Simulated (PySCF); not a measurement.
**Polarisability and C₆ of Fe+ (iron, charge +1)**

[Ar] 3d6 4s1, high-spin 6D determinant. All numbers are calculated (PySCF 2.14, no relativity, point nucleus, in def2-QZVPPD (11s6p5d4f2g, 100 functions)). Coupled (time-dependent) response in atomic units; α is the mean over directions.

| method | mean α (bohr³) | α xx, yy, zz | C₆ (like pair) | S(−4) |
| --- | --- | --- | --- | --- |
| UHF | 36.44 | 35.10, 35.10, 39.12 | 191.3 | 1269 |
| PBE | 25.67 | 25.28, 25.28, 26.46 | 128.4 | 529.9 |

S(−4) is the Cauchy moment in α(ω) = α(0) + S(−4) ω² + …

α(iu) at PBE:

| u (hartree) | α(iu) (bohr³) |
| --- | --- |
| 0 | 25.67 |
| 0.0500 | 24.42 |
| 0.100 | 21.41 |
| 0.200 | 14.88 |
| 0.300 | 10.46 |
| 0.500 | 6.124 |
| 0.750 | 3.918 |
| 1.00 | 2.853 |
| 1.50 | 1.813 |
| 2.00 | 1.293 |
| 3.00 | 0.7697 |
| 5.00 | 0.3687 |

For an ion, C₆ is the dispersion term alone; charge-induced terms of lower order in 1/R come first.

The components differ because the open shell of this determinant is not spherical; for a pure term their mean is the scalar polarisability.
